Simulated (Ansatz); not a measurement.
Geometry optimisation of Fe3S2.

```yaml
crystal:
  periodic: [false, false, false]
  atoms:
    - {symbol: Fe, position_ang: [-1.160500, 1.131860, 0.006820]}
    - {symbol: Fe, position_ang: [-1.079050, -1.209720, -0.025080]}
    - {symbol: Fe, position_ang: [0.840470, 0.029230, -0.000330]}
    - {symbol: S, position_ang: [0.770400, -2.018710, 0.008030]}
    - {symbol: S, position_ang: [0.628680, 2.067330, 0.010570]}
basis:
  gaussian: {orbitals: def2-SVP}
hamiltonian: {xc: {name: B3LYP}, dispersion: d4}
scf: {lower_state_search: "off"}
output: {orbitals: {seedname: orbitals}}
relax: {f_tol: 0.02, max_steps: 100}
```

```sh
$ ansatz run in.yaml --threads 4 --pin off --events-out ev --progress --plain --max-ram 4787MiB
```

Shortened log:

```
Functional definition: B3LYP
mean field -124810.27143221 eV, -4586.6928756931 hartree, gradient 4.2e-6 eV, S^2 0.000000; 0 other end points of the search recorded, 0 dependent functions left out
relax step   1: F+E_penalty+E_count = -124810.76094350 eV  Δ(F+E_penalty+E_count) = +0.000e0 eV  max|allowed force component| = 2.225e0 eV/Å  Δτ_max = 0.0000 Å  (214 SCF iters, accepted)
mean field -124810.66163153 eV, -4586.7072152539 hartree, gradient 2.3e-6 eV, S^2 0.000000; 0 other end points of the search recorded, 0 dependent functions left out
relax step   2: F+E_penalty+E_count = -124811.14125990 eV  Δ(F+E_penalty+E_count) = -3.803e-1 eV  max|allowed force component| = 6.615e-1 eV/Å  Δτ_max = 0.0955 Å  (136 SCF iters, accepted)
mean field -124810.76576587 eV, -4586.7110421201 hartree, gradient 4.0e-6 eV, S^2 0.000000; 0 other end points of the search recorded, 0 dependent functions left out
relax step   3: F+E_penalty+E_count = -124811.24057277 eV  Δ(F+E_penalty+E_count) = -9.931e-2 eV  max|allowed force component| = 3.095e-1 eV/Å  Δτ_max = 0.0940 Å  (99 SCF iters, accepted)
mean field -124810.83248294 eV, -4586.7134939271 hartree, gradient 2.8e-6 eV, S^2 0.000000; 0 other end points of the search recorded, 0 dependent functions left out
relax step   4: F+E_penalty+E_count = -124811.30962317 eV  Δ(F+E_penalty+E_count) = -6.905e-2 eV  max|allowed force component| = 7.938e-1 eV/Å  Δτ_max = 0.1952 Å  (99 SCF iters, accepted)
mean field -124810.88960030 eV, -4586.7155929517 hartree, gradient 2.5e-6 eV, S^2 0.000000; 0 other end points of the search recorded, 0 dependent functions left out
relax step   5: F+E_penalty+E_count = -124811.37185484 eV  Δ(F+E_penalty+E_count) = -6.223e-2 eV  max|allowed force component| = 4.912e-1 eV/Å  Δτ_max = 0.1013 Å  (81 SCF iters, accepted)
mean field -124810.93068663 eV, -4586.7171028462 hartree, gradient 3.8e-6 eV, S^2 0.000000; 0 other end points of the search recorded, 0 dependent functions left out
relax step   6: F+E_penalty+E_count = -124811.41910160 eV  Δ(F+E_penalty+E_count) = -4.725e-2 eV  max|allowed force component| = 3.253e-1 eV/Å  Δτ_max = 0.1355 Å  (76 SCF iters, accepted)
mean field -124810.94732109 eV, -4586.7177141515 hartree, gradient 2.6e-6 eV, S^2 0.000000; 0 other end points of the search recorded, 0 dependent functions left out
relax step   7: F+E_penalty+E_count = -124811.44077291 eV  Δ(F+E_penalty+E_count) = -2.167e-2 eV  max|allowed force component| = 4.044e-1 eV/Å  Δτ_max = 0.1053 Å  (80 SCF iters, accepted)
mean field -124810.99367010 eV, -4586.7194174460 hartree, gradient 3.0e-6 eV, S^2 0.000000; 0 other end points of the search recorded, 0 dependent functions left out
relax step   8: F+E_penalty+E_count = -124811.49829545 eV  Δ(F+E_penalty+E_count) = -5.752e-2 eV  max|allowed force component| = 6.715e-1 eV/Å  Δτ_max = 0.1588 Å  (96 SCF iters, accepted)
mean field -124810.82454737 eV, -4586.7132023005 hartree, gradient 3.9e-6 eV, S^2 0.000000; 0 other end points of the search recorded, 0 dependent functions left out
relax step   9: F+E_penalty+E_count = -124811.33857855 eV  Δ(F+E_penalty+E_count) = +1.597e-1 eV  max|allowed force component| = 2.704e0 eV/Å  Δτ_max = 0.1986 Å  (73 SCF iters, rejected (line search))
mean field -124811.07387276 eV, -4586.7223648396 hartree, gradient 6.2e-6 eV, S^2 0.000000; 0 other end points of the search recorded, 0 dependent functions left out
relax step  10: F+E_penalty+E_count = -124811.57793586 eV  Δ(F+E_penalty+E_count) = -7.964e-2 eV  max|allowed force component| = 3.854e-1 eV/Å  Δτ_max = 0.0964 Å  (73 SCF iters, accepted)
mean field -124811.08222498 eV, -4586.7226717780 hartree, gradient 2.8e-6 eV, S^2 0.000000; 0 other end points of the search recorded, 0 dependent functions left out
relax step  11: F+E_penalty+E_count = -124811.59126618 eV  Δ(F+E_penalty+E_count) = -1.333e-2 eV  max|allowed force component| = 3.659e-1 eV/Å  Δτ_max = 0.1000 Å  (70 SCF iters, accepted)
mean field -124811.09221606 eV, -4586.7230389433 hartree, gradient 3.3e-6 eV, S^2 0.000000; 0 other end points of the search recorded, 0 dependent functions left out
relax step  12: F+E_penalty+E_count = -124811.60070658 eV  Δ(F+E_penalty+E_count) = -9.440e-3 eV  max|allowed force component| = 2.007e-1 eV/Å  Δτ_max = 0.0362 Å  (64 SCF iters, accepted)
mean field -124811.12086225 eV, -4586.7240916715 hartree, gradient 1.5e-6 eV, S^2 0.000000; 0 other end points of the search recorded, 0 dependent functions left out
relax step  13: F+E_penalty+E_count = -124811.62993268 eV  Δ(F+E_penalty+E_count) = -2.923e-2 eV  max|allowed force component| = 3.535e-1 eV/Å  Δτ_max = 0.1125 Å  (83 SCF iters, accepted)
mean field -124811.25441789 eV, -4586.7289997508 hartree, gradient 3.1e-6 eV, S^2 0.000000; 0 other end points of the search recorded, 0 dependent functions left out
relax step  14: F+E_penalty+E_count = -124811.76879183 eV  Δ(F+E_penalty+E_count) = -1.389e-1 eV  max|allowed force component| = 7.142e-1 eV/Å  Δτ_max = 0.1952 Å  (77 SCF iters, accepted)
mean field -124811.47219877 eV, -4586.7370030503 hartree, gradient 2.6e-6 eV, S^2 0.000000; 0 other end points of the search recorded, 0 dependent functions left out
relax step  15: F+E_penalty+E_count = -124811.99264783 eV  Δ(F+E_penalty+E_count) = -2.239e-1 eV  max|allowed force component| = 8.297e-1 eV/Å  Δτ_max = 0.1950 Å  (95 SCF iters, accepted)
mean field -124811.45478931 eV, -4586.7363632647 hartree, gradient 2.9e-6 eV, S^2 0.000000; 0 other end points of the search recorded, 0 dependent functions left out
relax step  16: F+E_penalty+E_count = -124811.98426794 eV  Δ(F+E_penalty+E_count) = +8.380e-3 eV  max|allowed force component| = 1.216e0 eV/Å  Δτ_max = 0.1952 Å  (78 SCF iters, rejected (line search))
mean field -124811.60765413 eV, -4586.7419809430 hartree, gradient 4.3e-6 eV, S^2 0.000000; 0 other end points of the search recorded, 0 dependent functions left out
relax step  17: F+E_penalty+E_count = -124812.13238821 eV  Δ(F+E_penalty+E_count) = -1.397e-1 eV  max|allowed force component| = 3.908e-1 eV/Å  Δτ_max = 0.0955 Å  (71 SCF iters, accepted)
mean field -124811.59426982 eV, -4586.7414890788 hartree, gradient 2.8e-6 eV, S^2 0.000000; 0 other end points of the search recorded, 0 dependent functions left out
relax step  18: F+E_penalty+E_count = -124812.12226819 eV  Δ(F+E_penalty+E_count) = +1.012e-2 eV  max|allowed force component| = 6.955e-1 eV/Å  Δτ_max = 0.0782 Å  (68 SCF iters, rejected (line search))
mean field -124811.62998468 eV, -4586.7428015757 hartree, gradient 3.6e-6 eV, S^2 0.000000; 0 other end points of the search recorded, 0 dependent functions left out
relax step  19: F+E_penalty+E_count = -124812.15521245 eV  Δ(F+E_penalty+E_count) = -2.282e-2 eV  max|allowed force component| = 1.048e-1 eV/Å  Δτ_max = 0.0388 Å  (61 SCF iters, accepted)
mean field -124811.62940742 eV, -4586.7427803616 hartree, gradient 2.6e-6 eV, S^2 0.000000; 0 other end points of the search recorded, 0 dependent functions left out
relax step  20: F+E_penalty+E_count = -124812.15551625 eV  Δ(F+E_penalty+E_count) = -3.038e-4 eV  max|allowed force component| = 1.762e-1 eV/Å  Δτ_max = 0.0500 Å  (57 SCF iters, accepted)
mean field -124811.63369142 eV, -4586.7429377960 hartree, gradient 1.9e-6 eV, S^2 0.000000; 0 other end points of the search recorded, 0 dependent functions left out
relax step  21: F+E_penalty+E_count = -124812.15996346 eV  Δ(F+E_penalty+E_count) = -4.447e-3 eV  max|allowed force component| = 3.611e-2 eV/Å  Δτ_max = 0.0221 Å  (60 SCF iters, accepted)
mean field -124811.63415769 eV, -4586.7429549309 hartree, gradient 8.2e-6 eV, S^2 0.000000; 0 other end points of the search recorded, 0 dependent functions left out
relax step  22: F+E_penalty+E_count = -124812.16009167 eV  Δ(F+E_penalty+E_count) = -1.282e-4 eV  max|allowed force component| = 2.189e-2 eV/Å  Δτ_max = 0.0075 Å  (55 SCF iters, accepted)
mean field -124811.63407161 eV, -4586.7429517677 hartree, gradient 4.3e-6 eV, S^2 0.000000; 0 other end points of the search recorded, 0 dependent functions left out
relax step  23: F+E_penalty+E_count = -124812.16013191 eV  Δ(F+E_penalty+E_count) = -4.023e-5 eV  max|allowed force component| = 1.072e-3 eV/Å  Δτ_max = 0.0024 Å  (40 SCF iters, accepted)
Total energy: -124812.16038003 eV, -4586.7622932453 hartree
Atom 0 at    -0.706209     0.403220     0.774940 Å, force    -0.000297     0.000786     0.000502 eV/Å
Atom 1 at    -0.971638    -0.867165    -0.807387 Å, force     0.000042    -0.001072     0.000304 eV/Å
Atom 2 at     0.871545     0.016680    -0.708524 Å, force     0.000657     0.000421    -0.000385 eV/Å
Atom 3 at     0.353686    -1.562210     0.783213 Å, force    -0.000511    -0.000876    -0.000385 eV/Å
Atom 4 at     0.452615     2.009465    -0.042233 Å, force     0.000109     0.000741    -0.000036 eV/Å
Dipole moment:    -0.430677    -0.390644    -0.356252 e Å
Checks for a lower state left out: stability, starts, cluster_reference, orbital_swaps, neighbouring_geometries, increment
```

Hardware: 4 threads of AMD EPYC 7B13 on a shared host. Wall time 89 s.

The structure comes from a short search, and lower isomers may exist.
